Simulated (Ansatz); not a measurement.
Na₃Pb, relaxed as a doublet with UKS PBE-D4/def2-TZVP in Ansatz, starting from the GFN1-xTB geometry. Force threshold 0.02 eV/Å.

In the def2 sets Pb takes a core potential; there is no spin–orbit coupling. The relaxation made no stability test and no search for a lower SCF solution. The structure comes from a short search, and lower isomers may exist.

Start:

Cartesian coordinates in Å:
```
Na -0.954 -1.424 -0.807
Na 1.813 -0.494 0.270
Na -0.803 0.472 1.651
Pb -0.056 1.445 -1.114
```

| step | energy (eV) | largest force component (eV/Å) | SCF passes |
| --- | --- | --- | --- |
| 1 | -18489.2770 | 0.664 | 47 |
| 2 | -18489.4141 | 0.437 | 30 |
| 3 | -18489.5496 | 0.176 | 30 |
| 4 | -18489.6084 | 0.080 | 27 |
| 5 | -18489.6394 | 0.091 | 24 |
| 6 | -18489.6599 | 0.028 | 24 |
| 7 | -18489.6687 | 0.016 | 22 |
| 8 | -18489.6696 | 0.006 | 23 |

Force components are those of the run's own axes.

End:

Cartesian coordinates in Å:
```
Na -2.026 -1.290 -1.156
Na 2.579 0.261 0.627
Na -0.740 0.209 1.725
Pb 0.187 0.819 -1.195
```

Bonds lost: Na1–Na2 (atoms count from 1).

The force fell under the threshold at step 7, but the optimiser went on. No frequencies were taken in this run, so the end may be a saddle point.

It took 6 s on 4 threads of AMD EPYC 9R45 on a shared host.
